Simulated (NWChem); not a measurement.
## Lowest excitation of C2H3B

```xyz
6

B      0.0000     0.0000     1.4048
C      0.0000     0.0000    -0.1026
C      0.0000     0.0000    -1.3365
H      0.0000     0.0000    -2.4193
H     -1.0514     0.0000     2.0151
H      1.0514     0.0000     2.0151
```
Charge 0, spin multiplicity 1.

The numbers come from NWChem runs, not from measurements. All single points use one geometry, from PBE/def2-SVP, a minimum by its harmonic frequencies. It is one conformer; others weren't searched.

Basis set: aug-cc-pVDZ.

| method | lowest vertical singlet excitation energy (eV) | relative cost | difference from EOM-CCSD |
|---|---|---|---|
| TD-PBE | 3.45 | 1 | -0.88 |
| CIS | 4.20 | under 3 | -0.12 |
| TD-B3LYP | 3.65 | under 3 | -0.67 |
| EOM-CCSD | 4.33 | under 3 | 0.00 |
| TDA-CAM-B3LYP | 3.78 | 3 | -0.54 |

The values span 0.88 eV, from TD-PBE (lowest) to EOM-CCSD (highest). The cost column gives rough processor time relative to TD-PBE; each entry includes its own SCF.

The correlated methods keep 3 core orbitals frozen. B3LYP has NWChem's definition, with VWN1-RPA local correlation. GW and range-separated runs recompute their integrals, the others keep them in memory, which bears on the times. The structure started from a generated list of species. Coupled-cluster values serve here as a point of comparison, not as the truth.
